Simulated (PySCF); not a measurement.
Mapped SMILES: `[CH3:1][C:2](=[O:3])[O:4][SiH2:5][N:6]([CH3:7])[CH3:8]` (H(Xn): hydrogen on atom n).

Geometry: GFN2-xTB; GIAO absolute shieldings from PySCF 2.14, gas phase, non-relativistic, averaged over equivalent atoms.

At LC-wPBE/STO-3G (55 basis functions, 11 s wall time on 1 thread of an Arm Neoverse V2, shared host):
```csv
atoms,σ (ppm)
C2,122.6
C7/C8,202.2
C1,216.6
O3,-76.8
O4,288.6
Si5,550.1
N6,352.3
H(Si5),30.03
H(C1),31.16
H(C7)/H(C8),31.63
```

Problem. What do these become at PBE0/pcSseg-1?

Solution. 
| atoms | σ at PBE0/pcSseg-1 | change |
| --- | --- | --- |
| C2 | 10.8 | -111.8 |
| C7/C8 | 148.9 | -53.3 |
| C1 | 162.5 | -54.1 |
| O3 | -133.6 | -56.8 |
| O4 | 130.8 | -157.8 |
| Si5 | 381.3 | -168.8 |
| N6 | 254.2 | -98.1 |
| H(Si5) | 26.58 | -3.45 |
| H(C1) | 29.56 | -1.60 |
| H(C7)/H(C8) | 29.12 | -2.51 |

The largest change is at Si5 (silicon bonded to N, O, 2 H). Cost: 198 basis functions, 31 s wall time on 1 thread of an Arm Neoverse V2, shared host. The order of the carbon signals is the same at both levels.
